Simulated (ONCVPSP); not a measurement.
# u(r) = r·R(r): atom against pseudo-atom (In)

Columns: radius, all-electron u(r) and pseudo u(r) of the 4p shell (level -78.02 eV) of indium in the configuration [Ar] 3d10 4s2 4p6 4d10 5s2 5p1; PBEsol, scalar-relativistic, ONCV scheme, ONCVPSP 4.0.1.

```csv
r (bohr),all-electron,pseudo
0.085,0.3756,0.0346
0.170,-0.3266,0.1332
0.255,-0.6559,0.2828
0.340,-0.4280,0.4635
0.425,0.0423,0.6529
0.510,0.5095,0.8289
0.595,0.8643,0.9733
0.680,1.0832,1.0739
0.765,1.1815,1.1252
0.850,1.1899,1.1287
0.935,1.1382,1.0907
1.020,1.0509,1.0210
1.105,0.9462,0.9305
1.190,0.8362,0.8296
1.275,0.7288,0.7266
1.360,0.6283,0.6278
1.445,0.5371,0.5370
1.530,0.4561,0.4560
1.615,0.3852,0.3851
1.700,0.3238,0.3238
1.785,0.2713,0.2712
1.870,0.2266,0.2266
1.955,0.1888,0.1888
2.040,0.1570,0.1569
2.125,0.1303,0.1303
2.210,0.1080,0.1079
```

(1) How many radial nodes do the two functions have?

(2) At about which radius was the pseudo-wave matched?

(3) Is the pseudo-wave norm-conserving?

## Answers

(1) The all-electron 4p function has n − l − 1 = 2; the pseudo-wave has 0, since the states of the same l below it are removed with the core.

(2) 1.70 bohr. The columns agree to 0.0005 from 1.36 bohr on; several derivatives are matched, so the curves merge somewhat inside the radius.

(3) Yes: the ONCV scheme keeps the norm inside the radius equal to the all-electron one, which fixes the energy derivative of the logarithmic derivative at the level.
